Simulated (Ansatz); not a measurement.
`F[SiH2]OC[SiH3]` + `N[SiH2][SbH2]` → `F[SiH2][SbH2]` + `N[SiH2]OC[SiH3]`  (redistribution)

Isolated molecules relaxed with PBE0-D4/def2-TZVP in Ansatz; ΔE leaves out vibrations. CCSD(T)/CBS is the MP2 limit (def2-TZVPP, def2-QZVPP) plus CCSD(T) − MP2 in def2-TZVPP, frozen cores. def2 core potentials past Kr. For Sb outer-core shells are correlated without core-valence functions, which leaves a few kJ/mol of doubt a bond. Each species was taken in one conformer, which may not be the lowest.

`F[SiH2]OC[SiH3]`:

Z-matrix (Å, degrees):
```
Si
O 1 1.626
F 1 1.597 2 110.9
H 1 1.483 2 110.5 3 -117.3
H 1 1.474 2 106.8 3 117.9
C 2 1.425 1 124.1 3 69.2
Si 6 1.891 2 109.0 1 162.0
H 6 1.096 2 110.1 1 -77.1
H 6 1.099 2 110.9 1 41.0
H 7 1.484 6 109.9 2 59.7
H 7 1.488 6 108.5 2 179.5
H 7 1.485 6 109.7 2 -60.9
```

`N[SiH2][SbH2]`:

Z-matrix (Å, degrees):
```
Si
Sb 1 2.576
N 1 1.722 2 106.8
H 1 1.494 2 110.2 3 -126.4
H 1 1.487 2 110.0 3 115.5
H 2 1.712 1 89.4 3 61.2
H 2 1.710 1 91.9 3 152.2
H 3 1.008 1 119.6 2 157.5
H 3 1.007 1 119.9 2 -59.1
```

`F[SiH2][SbH2]`:

Z-matrix (Å, degrees):
```
Si
Sb 1 2.571
F 1 1.606 2 108.7
H 1 1.484 2 113.7 3 -119.5
H 1 1.486 2 109.6 3 117.5
H 2 1.711 1 88.0 3 178.4
H 2 1.708 1 91.0 3 87.2
```

`N[SiH2]OC[SiH3]`:

Z-matrix (Å, degrees):
```
Si
O 1 1.653
N 1 1.699 2 112.6
H 1 1.487 2 108.1 3 -119.9
H 1 1.487 2 108.2 3 119.9
C 2 1.419 1 120.6 3 179.6
H 3 1.007 1 120.9 2 74.7
H 3 1.007 1 121.0 2 -74.2
Si 6 1.888 2 108.7 1 -179.4
H 6 1.100 2 111.2 1 -58.7
H 6 1.100 2 111.1 1 59.8
H 9 1.489 6 109.1 2 -180.0
H 9 1.486 6 110.0 2 60.3
H 9 1.486 6 110.0 2 -60.3
```

| level | ΔE (kcal/mol) |
| --- | --- |
| SCS-MP2/def2-TZVPP | 2.0 |
| HF/CBS(def2) | 1.8 |

**Question.** What does CCSD(T)/CBS give? (An estimate is asked.)

**Answer.** Computed: +1.9 kcal/mol. The listed levels differ from it by 0.1, -0.1 kcal/mol.

Largest T1 diagnostic among the species: 0.013.
